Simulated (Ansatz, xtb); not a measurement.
C5H7NOS: which of two isomers lies lower

Structure a: `CC(=O)/C=C/C(N)=S`, a singlet. Structure b: `C=C(O)/C=C\C(N)=S`, a singlet. Both are isolated molecules in the gas phase, relaxed with r2SCAN-D4/def2-SVP; the shapes shown needn't be the lowest conformers.

a (Å):

```xyz
15

C     0.9595   -1.4885   -3.0193
C     0.3914   -0.2285   -2.4168
C     0.3835   -0.1660   -0.9255
C    -0.1037    0.9149   -0.2888
C    -0.1589    1.0771    1.1755
N    -0.6793    2.2615    1.5683
O    -0.0356    0.6880   -3.0971
S     0.3591   -0.0672    2.2629
H     0.4073   -2.3684   -2.6488
H     2.0064   -1.6205   -2.6976
H     0.9069   -1.4441   -4.1142
H     0.7739   -1.0034   -0.3345
H    -0.4856    1.7314   -0.9188
H    -0.9917    2.9561    0.8991
H    -0.7545    2.4585    2.5600
```

b (Å):

```xyz
15

C    -0.5730    1.3772   -3.1749
C    -0.4462    1.1509   -1.8458
C    -1.5851    0.7331   -1.0429
C    -1.7866    0.4182    0.2680
C    -0.9411    0.3573    1.4746
N     0.3972    0.4138    1.3696
O     0.7497    1.3105   -1.2033
S    -1.7038    0.1977    2.9538
H    -1.5375    1.2537   -3.6670
H     0.2793    1.6889   -3.7860
H     1.4184    1.5891   -1.8447
H    -2.4889    0.6733   -1.6581
H    -2.8206    0.1713    0.5227
H     0.9283    0.4095    2.2327
H     0.8462    0.6226    0.4807
```

Quicker runs give these differences E(b) − E(a): GFN2-xTB +10.4 kcal/mol; HF/STO-3G +24.1 kcal/mol (at GFN2-xTB geometries); r2SCAN-D4/def2-SVP//GFN2-xTB +13.6 kcal/mol.

Question: Estimate E(b) − E(a) at the level CCSD(T)/def2-SVP + ΔMP2/def2-TZVPP.

Answer: Calculated at CCSD(T)/def2-SVP + ΔMP2/def2-TZVPP: E(b) − E(a) = +13.3 kcal/mol, so structure a lies lower.

The same difference at several levels:

```tsv
level	geometry	E(b) − E(a) (kcal/mol)	departure from the last row (kcal/mol)	job, with rough time for the two
GFN2-xTB	GFN2-xTB	+10.4	−3.0	optimisation, 0.22 s
HF/STO-3G	GFN2-xTB	+24.1	+10.7	single point, 0.71 s
r2SCAN-D4/def2-SVP//GFN2-xTB	GFN2-xTB	+13.6	+0.3	single point, 8.1 s
r2SCAN-D4/def2-SVP	r2SCAN-D4/def2-SVP	+13.8	+0.4	optimisation, 2.3 min
HF/def2-SVP	r2SCAN-D4/def2-SVP	+19.1	+5.7	part of the CCSD(T) run
MP2/def2-SVP	r2SCAN-D4/def2-SVP	+17.4	+4.1	part of the CCSD(T) run
CCSD(T)/def2-SVP	r2SCAN-D4/def2-SVP	+17.1	+3.8	single point
CCSD(T)/def2-SVP + ΔMP2/def2-TZVPP	r2SCAN-D4/def2-SVP	+13.3		single point, 3.9 min
```

As drawn, b has 1 C=C, 1 C–O, 1 O–H in place of 1 C–C, 1 C=O, 1 C–H.

None of the levels shown reverses the order. The largest departure from CCSD(T)/def2-SVP + ΔMP2/def2-TZVPP is that of HF/STO-3G, 10.7 kcal/mol. The last row adds to CCSD(T) the change of the MP2 difference between the two basis sets, here −3.8 kcal/mol, a large step that makes the value less sure.

With thermal terms from frequencies at re-optimised GFN2-xTB minima (ideal gas, soft modes damped towards free rotors, one conformer each, 298.15 K, 1 atm): the zero-point term adds +0.5 kcal/mol; ΔH is +13.4 and ΔG +14.7 kcal/mol.

The correlated steps freeze 12 core orbitals. Programs: Ansatz 0.2.0, xtb 6.7.1; the last row on 2 threads of Arm Neoverse V2 on a shared host.
